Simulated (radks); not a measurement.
Results of a calculation; reference values are marked as such.
Species: the mercury ion Hg69+. Configuration: [Ne] 3s1. Code: a radial shooting solver on a logarithmic mesh with Libxc functionals. Model: non-relativistic Kohn-Sham, TPSS, spin-polarised, spherical densities, point nucleus; open shells are filled with parallel spins first (spin-orbit coupling, left out, can overturn this in heavy ions); meta-GGA in the generalised Kohn-Sham scheme; relativity is left out, which matters for an element this heavy.

Normalised radial functions P(r) = r R(r), r in bohr:

r	1s down	2s down	3s down
0.00134	1.7120	0.5782	0.3034
0.001663	2.0706	0.6987	0.3666
0.002064	2.4887	0.8388	0.4400
0.002562	2.9682	0.9985	0.5236
0.003179	3.5064	1.1759	0.6163
0.003946	4.0932	1.3660	0.7154
0.004936	4.7312	1.5659	0.8189
0.006127	5.3394	1.7444	0.9102
0.007604	5.8896	1.8832	0.9790
0.009437	6.3151	1.9469	1.0056
0.01171	6.5377	1.8901	0.9649
0.01454	6.4799	1.6613	0.8283
0.01804	6.0855	1.2115	0.5692
0.02239	5.3460	0.5110	0.1740
0.02779	4.3237	-0.4264	-0.3420
0.03477	3.1134	-1.5603	-0.9353
0.04315	1.9926	-2.6374	-1.4301
0.05355	1.0893	-3.4628	-1.6603
0.06646	0.4900	-3.8073	-1.4330
0.08249	0.1731	-3.5547	-0.6507
0.1024	0.0453	-2.7900	0.5694
0.1271	0.0082	-1.7960	1.8405
0.1577	0.0009	-0.9153	2.6384
0.1957	0.0001	-0.3517	2.6181
0.2448	0.0000	-0.0905	1.8670
0.3039	0.0000	-0.0158	0.9654
0.3771	0.0000	-0.0016	0.3432
0.4681	0.0000	-0.0001	0.0781
0.5809	0.0000	0.0000	0.0103

1s down: eigenvalue -81240 eV, 0 radial nodes, <r> = 0.0189 bohr, 90 % of the charge inside 0.0336 bohr. 2s down: eigenvalue -18377.7 eV, 1 radial node at r = 0.0253 bohr, <r> = 0.0783 bohr, 90 % of the charge inside 0.120 bohr. 3s down (empty): eigenvalue -7789.5 eV, 2 radial nodes at r = 0.0242, 0.0931 bohr, <r> = 0.182 bohr, 90 % of the charge inside 0.262 bohr.
